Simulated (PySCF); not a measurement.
Two species compared at the same levels of theory.

First species: C5H13NOSi.
InChI=1S/C5H13NOSi/c1-7-8-6-5-3-2-4-5/h5-6H,2-4,8H2,1H3

Second species: C5H13NOSi.
SMILES: `CC[C@@H]1CC[Si@@H](O)N1`

Levels: PBE0/pcSseg-1 for HOMO energy, LUMO energy and HOMO–LUMO gap. Geometries: GFN2-xTB. Each structure is a single optimised conformer of the isolated species, non-relativistic unless stated; the electronic structure was computed with PySCF and density fitting.

Dipoles, sizes and rotational constants follow the conformer. The torsions of the flexible species, by atom-mapped SMILES:
- `[CH3:1][O:2][SiH2:3][NH:4][CH:5]1[CH2:6][CH2:7][CH2:8]1`: C1–O2–Si3–N4 170°, O2–Si3–N4–C5 165°, Si3–N4–C5–C6 36°

The conformers of `CC[C@@H]1CC[Si@@H](O)N1` aren't listed.

Values for the first species:

| Property | Result |
| --- | --- |
| HOMO energy | -6.44 eV |
| LUMO energy | 0.72 eV |
| HOMO–LUMO gap | 7.16 eV |

Q: Estimate the same properties for the second species, and the change in each.

A: 
```tsv
property	first	second	second less first
HOMO energy	-6.44 eV	-6.62 eV	-0.18 eV
LUMO energy	0.72 eV	1.33 eV	+0.61 eV
HOMO–LUMO gap	7.16 eV	7.95 eV	+0.79 eV
```

